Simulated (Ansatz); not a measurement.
A run on C6H15AlO2, SMILES `CC(C)[O][AlH][O]C(C)C` with other settings.

```yaml
crystal:
  periodic: [false, false, false]
  atoms:
    - {symbol: C, position_ang: [0.372910, -0.800803, -2.709991]}
    - {symbol: C, position_ang: [-0.261276, -1.255345, -1.409850]}
    - {symbol: C, position_ang: [-0.624364, -2.726875, -1.441689]}
    - {symbol: O, position_ang: [-1.421437, -0.498514, -1.167889]}
    - {symbol: Al, position_ang: [-1.949864, 0.642808, -0.049565]}
    - {symbol: O, position_ang: [-1.003683, 1.171168, 1.237539]}
    - {symbol: C, position_ang: [0.300378, 0.993067, 1.731145]}
    - {symbol: C, position_ang: [1.304938, 1.688231, 0.830589]}
    - {symbol: C, position_ang: [0.358466, 1.518127, 3.151649]}
    - {symbol: H, position_ang: [0.638128, 0.257876, -2.661740]}
    - {symbol: H, position_ang: [1.279451, -1.372150, -2.923957]}
    - {symbol: H, position_ang: [-0.329314, -0.938739, -3.535874]}
    - {symbol: H, position_ang: [0.464238, -1.096468, -0.597004]}
    - {symbol: H, position_ang: [0.259582, -3.343695, -1.621258]}
    - {symbol: H, position_ang: [-1.071484, -3.033638, -0.493828]}
    - {symbol: H, position_ang: [-1.348710, -2.915338, -2.237901]}
    - {symbol: H, position_ang: [-3.392600, 1.230043, -0.207407]}
    - {symbol: H, position_ang: [0.537904, -0.081707, 1.750151]}
    - {symbol: H, position_ang: [1.087093, 2.758566, 0.783887]}
    - {symbol: H, position_ang: [2.323372, 1.558899, 1.204926]}
    - {symbol: H, position_ang: [1.264514, 1.283628, -0.184406]}
    - {symbol: H, position_ang: [1.349652, 1.364856, 3.585238]}
    - {symbol: H, position_ang: [-0.376731, 1.007948, 3.776533]}
    - {symbol: H, position_ang: [0.133736, 2.587754, 3.164199]}
basis:
  gaussian: {orbitals: "6-31G*"}
hamiltonian: {xc: {name: revPBE0}}
```

```sh
$ ansatz run in.yaml --threads 4 --pin off --events-out ev --progress --plain --max-ram 46080MiB --backend cpu
```

Output, abridged:

```
Functional definition: revPBE0
1763 factors; integrals over basis functions are off by at most 7.0e-4 eV
mean field evaluation 1: about -17139.7110 eV, gradient 8.1e1 eV
mean field evaluation 2: about -17126.4421 eV, gradient 1.1e2 eV
mean field evaluation 4: about -17153.3405 eV, gradient 3.8e0 eV
mean field evaluation 8: about -17153.9724 eV, gradient 4.9e-1 eV
mean field evaluation 16: about -17153.9729 eV, gradient 1.1e-4 eV
mean field -17153.97285093 eV, -630.3968748911 hartree, gradient 4.4e-5 eV, S^2 0.000000; 0 other end points of the search recorded, 0 dependent functions left out
reference -17153.97289315 eV, -630.3968764427 hartree; 40, 40 occupied and 129, 129 virtual orbitals, 1763 factors
Total energy: -17153.97289315 eV, -630.3968764427 hartree
```

Run time 3.9 s (4 threads of an AMD EPYC 7R13 on a shared host); peak host memory 1.2 GiB.
